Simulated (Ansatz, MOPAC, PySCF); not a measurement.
Constitutional and geometric isomers with formula CH7B3. Gas-phase values, no solvent. One relaxed conformer stands for each flexible species; it need not be the lowest. Strings in code marks are SMILES.

Quantity: vertical ionisation energy (energy after one electron is removed minus that of the parent at the parent's geometry), in eV.

Level 1: frozen-core CCSD(T)/cc-pVTZ // B3LYP-D3(BJ)/def2-TZVP (Ansatz, a program for electronic structure)
Level 2: PBE-D3(BJ)/def2-TZVP // B3LYP-D3(BJ)/def2-TZVP (PySCF)
Level 3: minus the HOMO energy of AM1 // B3LYP-D3(BJ)/def2-TZVP (MOPAC)
Level 4: minus the HOMO energy of HF/3-21G // B3LYP-D3(BJ)/def2-TZVP (PySCF)

| species | level 1 | level 2 | level 3 | level 4 |
|---|---|---|---|---|
| `BB(B)C` | 9.93 | 9.48 | 9.79 | 10.68 |
| `BBBC` | 10.20 | 9.70 | 9.94 | 10.98 |
| `BBCB` | 10.54 | 9.97 | 10.26 | 11.29 |
